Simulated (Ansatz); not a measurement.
Two members of one family (Triphenyltelluronium salts), computed with Ansatz in the gas phase; def2 core potentials for Sb, Te, no spin–orbit coupling. Binding counts from free atoms in the multiplicity of their measured ground term, without zero-point energy. Sets without diffuse functions give affinities that are too small. A dash marks a value that wasn't run or was left out as unsound. The structures are stationary points that may keep the symmetry of their start. Remarks come from the PBE and PBE0 runs and from stability tests at other levels; not every state was tested. A HOMO above zero means that the electron is unbound at that level and held by the basis, or that self-interaction error raises the level; the energy of removing that electron tells which.

First: triphenyltelluronium bromide (singlet, charge 0, PBE-D4/def2-SVP geometry).

Cartesian coordinates in Å:
```
Br -2.9894 1.5439 2.4667
C 2.6191 -3.4173 -0.0173
C 1.8051 -2.8024 -0.9822
C 0.8159 -1.8835 -0.5919
C 0.6371 -1.5781 0.7700
Te -0.8996 -0.1820 1.6084
C -1.9636 -0.2282 -0.2588
C -2.4764 -1.4527 -0.7124
C -3.2001 -1.4854 -1.9156
C -3.3961 -0.3083 -2.6525
C -2.8767 0.9093 -2.1843
C -2.1629 0.9594 -0.9767
C 0.3938 1.5282 1.2099
C 1.5349 1.3809 0.4039
C 2.3650 2.4925 0.1855
C 2.0655 3.7294 0.7795
C 0.9282 3.8573 1.5923
C 0.0825 2.7571 1.8114
C 1.4491 -2.2043 1.7326
C 2.4423 -3.1169 1.3423
H 3.3934 -4.1368 -0.3269
H 1.9406 -3.0377 -2.0497
H 0.1873 -1.4042 -1.3591
H -2.3115 -2.3821 -0.1454
H -3.6121 -2.4409 -2.2755
H -3.9628 -0.3388 -3.5955
H -3.0343 1.8353 -2.7582
H -1.7830 1.9167 -0.5908
H 1.7870 0.4146 -0.0569
H 3.2544 2.3832 -0.4538
H 2.7225 4.5954 0.6082
H 0.6863 4.8226 2.0626
H -0.8314 2.8536 2.4223
H 1.3136 -1.9808 2.8055
H 3.0762 -3.5990 2.1024
```

| level | HOMO (eV) | LUMO (eV) | gap (eV) | vertical EA (eV) | binding per atom (eV) |
| --- | --- | --- | --- | --- | --- |
| LDA (SPW92)/def2-TZVP | -5.47 | -2.61 | 2.86 | 0.80 | 5.71 |
| PBE-D4/def2-SVP | -5.04 | -2.23 | 2.81 | – | 5.19 |
| r2SCAN-D4/def2-TZVP | -5.53 | -2.29 | 3.24 | – | 4.96 |
| B97M-V/def2-TZVP | -5.57 | -2.24 | 3.34 | – | 4.93 |
| PBE0-D4/def2-TZVP | -6.33 | -1.62 | 4.71 | 0.51 | 5.01 |

Remarks: HOMO above zero (-1 doublet).

Second: triphenyltelluronium hexafluoroantimonate (singlet, charge 0, PBE-D4/def2-SVP geometry).

Cartesian coordinates in Å:
```
F 1.800 2.737 4.167
Sb 1.267 3.419 2.439
F -0.254 4.354 3.169
F 0.132 1.783 2.199
F 2.431 4.952 2.515
F 0.661 3.863 0.616
F 2.664 2.305 1.609
C 1.610 -3.143 2.617
C 0.996 -3.325 1.366
C 0.720 -2.217 0.549
C 1.056 -0.932 1.009
Te 0.670 0.817 -0.181
C -1.471 0.894 -0.065
C -2.262 -0.259 -0.180
C -3.657 -0.133 -0.085
C -4.239 1.130 0.121
C -3.429 2.271 0.242
C -2.032 2.162 0.156
C 0.703 -0.283 -2.044
C -0.362 -0.214 -2.959
C -0.246 -0.855 -4.204
C 0.926 -1.554 -4.534
C 1.993 -1.610 -3.620
C 1.887 -0.969 -2.376
C 1.682 -0.734 2.253
C 1.954 -1.855 3.053
H 1.825 -4.015 3.253
H 0.732 -4.335 1.017
H 0.265 -2.366 -0.442
H -1.811 -1.250 -0.335
H -4.290 -1.029 -0.166
H -5.332 1.223 0.197
H -3.882 3.258 0.417
H -1.389 3.048 0.281
H -1.287 0.330 -2.709
H -1.083 -0.805 -4.919
H 1.011 -2.056 -5.510
H 2.916 -2.153 -3.876
H 2.729 -1.021 -1.666
H 1.954 0.273 2.596
H 2.444 -1.708 4.029
```

Problem. Estimate the same table for the second.

Solution. 
```csv
level,HOMO (eV),LUMO (eV),gap (eV),vertical EA (eV),binding per atom (eV)
LDA (SPW92)/def2-TZVP,-7.16,-3.60,3.56,1.64,5.59
PBE-D4/def2-SVP,-6.87,-2.93,3.94,–,5.03
r2SCAN-D4/def2-TZVP,-7.14,-2.99,4.15,–,4.81
B97M-V/def2-TZVP,-7.09,-2.91,4.18,–,4.80
PBE0-D4/def2-TZVP,-7.93,-2.27,5.66,1.11,4.83
```

Remarks: HOMO above zero (-1 doublet).
